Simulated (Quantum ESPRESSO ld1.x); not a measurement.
Values are calculated unless marked as measured or tabulated.
All-electron atom: Zr4+ in [Kr] (the NIST ground configuration). Level of theory: scalar-relativistic Kohn-Sham, LDA (Slater exchange, VWN5 correlation), spin-polarised, spherical densities, point nucleus (ld1.x of Quantum ESPRESSO 7.5).

Unscreened Slater integrals over Kohn-Sham orbitals (hartree). They are taken over the spin-up orbitals.

\begin{tabular}{lr}
integral & value \\ \hline
F0(4p,4p) & 0.68437 \\
F2(4p,4p) & 0.36168 \\
F0(4p,4s) & 0.71729 \\
G1(4p,4s) & 0.48697 \\
F0(4p,3d) & 0.88452 \\
F2(4p,3d) & 0.20449 \\
G1(4p,3d) & 0.066944 \\
G3(4p,3d) & 0.064159 \\
F0(4p,3p) & 0.88217 \\
F2(4p,3p) & 0.20776 \\
G0(4p,3p) & 0.053243 \\
G2(4p,3p) & 0.062954 \\
F0(4s,4s) & 0.75642 \\
F0(4s,3d) & 0.96236 \\
G2(4s,3d) & 0.081270 \\
F0(4s,3p) & 0.95966 \\
G1(4s,3p) & 0.075170 \\
F0(3d,3d) & 2.0172 \\
F2(3d,3d) & 0.98663 \\
F4(3d,3d) & 0.62524 \\
F0(3d,3p) & 1.9695 \\
F2(3d,3p) & 0.95029 \\
G1(3d,3p) & 1.1217 \\
G3(3d,3p) & 0.70764 \\
F0(3p,3p) & 1.9489 \\
F2(3p,3p) & 0.97956 \\
\end{tabular}
